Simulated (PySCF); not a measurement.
# Computed properties of In(OH)(SeH)2 (H₃InOSe₂), SMILES [OH][In]([SeH])[SeH]

In(OH)(SeH)2 (H3InOSe2), SMILES [OH][In]([SeH])[SeH]. Coordinates come from a B3LYP-D3(BJ)/def2-SVP optimisation. The structure was generated by enumeration; whether it is a known compound was not checked. The def2 effective core potentials stand for the cores of In; spin–orbit coupling is left out. The values are those of a single conformer. All values are computed for the isolated molecule unless a solvent is named; none is compared with measurement here.

**Structure.** The optimised structure has Cs symmetry. All 15 harmonic modes at B3LYP-D3(BJ)/def2-SVP (PySCF) are real, so it is a minimum. With heavy atoms numbered as in [In:1]([OH:2])([SeH:4])[SeH:6], the shortest bond between them is In1–O2 at 2.007 Å and the longest In1–Se4 at 2.542 Å.

**Vibrations.** The strongest infrared lines (harmonic, unscaled, degenerate partners summed) lie at 226 cm⁻¹ (108 km/mol, H 93 %), 789 cm⁻¹ (86 km/mol, H 93 %), 593 cm⁻¹ (75 km/mol, O 83 %, In 12 %). The softest mode is at 52 cm⁻¹ and the zero-point energy is 17.8 kcal/mol.

**Electronic structure.** PBE0/def2-TZVP (PySCF) places the frontier levels at -7.25 and -2.12 eV, a gap of 5.13 eV, and gives a dipole moment of 1.74 D and a mean polarisability of 98.9 bohr³. PBE/def2-TZVP (PySCF) at the same geometry gives -6.11 and -2.91 eV, so its gap is 1.93 eV narrower. An orbital gap is neither the optical nor the fundamental gap.

**Excitations.** TDA-CAM-B3LYP/def2-SVPD (PySCF) has S1 at 4.00 eV (310 nm, f = 0.000, dark); the most intense of the 10 singlets computed lies at 6.28 eV (f = 0.80). T1 (TDA) is at 3.66 eV, 0.34 eV under S1. TDA-PBE/def2-SVPD (PySCF) puts S1 at 3.26 eV. No vertical singlet excitation falls in the visible range (under 3.1 eV).
